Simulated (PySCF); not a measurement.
Working out the excitation energy of O

O [He] 2s2 2p4 (3P) → O [He] 2s1 2p5 (3P). Calculation: PySCF 2.14, in ANO-RCC-VTZP (4s3p2d1f, 30 functions); the spin-free X2C one-electron Hamiltonian (Gaussian nucleus). Frozen: 1s2. Energies in hartree (1 hartree = 27.21139 eV):

```json
{"part": "UHF", "O (lower)": "-74.870627", "O (upper)": "-74.249082"}
{"part": "CCSD correlation", "O (lower)": "-0.157979", "O (upper)": "-0.200885"}
{"part": "(T)", "O (lower)": "-0.002945", "O (upper)": "-0.007244"}
```

Problem. What does Hartree-Fock give?

Solution. (-74.249082) − (-74.870627) = 0.621545 hartree = 16.913 eV.

Problem. What do CCSD and CCSD(T) give?

Solution. The CCSD correlation energies differ by -0.042906 hartree = -1.168 eV and the triples by -0.004299 hartree = -0.117 eV, so CCSD gives 15.745 eV and CCSD(T) 15.628 eV.

The upper state lies above the first ionisation limit, where it may autoionise and the basis confines it.
